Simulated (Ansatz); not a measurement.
A further run on the cluster Ga₂H₃ (the lowest doublet isomer of a short search).

```yaml
crystal:
  periodic: [false, false, false]
  atoms:
    - {symbol: Ga, position_ang: [0.788059, 0.898900, -0.753421]}
    - {symbol: Ga, position_ang: [-0.509775, -0.571085, 0.565181]}
    - {symbol: H, position_ang: [1.407937, 1.544500, -2.041858]}
    - {symbol: H, position_ang: [0.212702, -1.812081, 1.173212]}
    - {symbol: H, position_ang: [-1.898913, -0.060254, 1.056886]}
basis:
  gaussian: {orbitals: 6-31G, point_charges: [{charge: -1.00, position_ang: [5.520, -0.706, -0.856]}]}
magnetization: {spin_polarized: true, initial_magnetization: 1}
hamiltonian: {xc: {name: BHLYP}}
scf: {omitted_lower_state_checks: [starts]}
output: {forces: true}
```

```sh
$ ansatz run in.yaml --threads 4 --pin off --events-out ev --progress --plain --max-ram 3916MiB
```

Shortened log:

```
Functional definition: BHLYP
596 factors; integrals over basis functions are off by at most 5.6e-4 eV
mean field evaluation 1: about -104782.9184 eV, gradient 9.6e0 eV
mean field evaluation 2: about -104783.3300 eV, gradient 7.3e0 eV
mean field evaluation 4: about -104783.4955 eV, gradient 3.3e-1 eV
mean field evaluation 8: about -104783.5129 eV, gradient 2.9e-2 eV
mean field evaluation 16: about -104783.5130 eV, gradient 1.7e-4 eV
mean field -104783.51295505 eV, -3850.7230762819 hartree, gradient 4.0e-5 eV, S^2 0.753171; 0 other end points of the search recorded, 0 dependent functions left out
reference -104783.51312898 eV, -3850.7230826739 hartree; 33, 32 occupied and 31, 32 virtual orbitals, 596 factors
Total energy: -104783.51312898 eV, -3850.7230826739 hartree
Atom 0 at     0.788059     0.898900    -0.753421 Å, force     0.361438     0.032212    -0.100077 eV/Å
Atom 1 at    -0.509775    -0.571085     0.565181 Å, force     0.069684    -0.095311    -0.028692 eV/Å
Atom 2 at     1.407937     1.544500    -2.041858 Å, force    -0.123114     0.006613     0.037257 eV/Å
Atom 3 at     0.212702    -1.812081     1.173212 Å, force    -0.059070     0.006764     0.050525 eV/Å
Atom 4 at    -1.898913    -0.060254     1.056886 Å, force    -0.136918     0.009417     0.043792 eV/Å
Dipole moment:     0.376965     0.198992    -0.284170 e Å
Checks for a lower state left out: starts
```

Hardware: 4 threads of Arm Neoverse V2 on a shared host. Wall time 1.1 s.

The 6-31G sets use Cartesian d functions.
